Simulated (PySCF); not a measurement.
C2H3ClN2Si, SMILES Cl[SiH]1N=CC=N1.

Geometry optimised at PBE0-D3(BJ)/def2-SVP. The structure was generated by enumeration, and PubChem lists no compound with its InChIKey, so it may never have been made.

Method: PBE/def2-TZVP run with PySCF.

Symmetry labels are those of the subgroup Cs that the program uses (full group Cs).

Computed valence orbital energies around the gap with their symmetry:
```tsv
orbital	symmetry	energy (eV)
HOMO−7	A"	-10.34
HOMO−6	A'	-10.17
HOMO−5	A'	-9.29
HOMO−4	A"	-8.45
HOMO−3	A'	-8.16
HOMO−2	A"	-7.95
HOMO−1	A"	-6.73
HOMO	A'	-6.56
LUMO	A'	-3.73
LUMO+1	A"	-0.63
LUMO+2	A'	-0.14
LUMO+3	A"	-0.05
```
